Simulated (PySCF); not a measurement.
Bi(H)(F)2, HBiF2, SMILES [F][BiH][F], B3LYP/def2-SVP optimised geometry.

```
4

Bi    -0.85    -1.02     0.00
H      0.98    -1.02     0.00
F     -0.98     1.02     0.00
F     -0.98    -1.26     2.02
```

Density from B3LYP/def2-TZVP, def2 effective core potentials past Kr (PySCF) at that geometry. The core electrons that the potentials of Bi replace are not part of the density.

Minimum of the electron density along straight lines between bonded atoms, close to the bond critical point (lines longer than 1.1 times the sum of covalent radii, or with two minima, are not listed):

```tsv
bond	length / Å	ρ at the minimum / e bohr⁻³	∇²ρ there / e bohr⁻⁵	position (fraction from the first atom)
Bi1–H2	1.828	0.109	[?]	0.64
Bi1–F3	2.041	0.110	0.44	0.53
Bi1–F4	2.040	0.110	0.44	0.53
```

Question: Some entries are withheld; supply them.

Answer: 
- Bi1–H2, ∇²ρ there / e bohr⁻⁵: 0.02
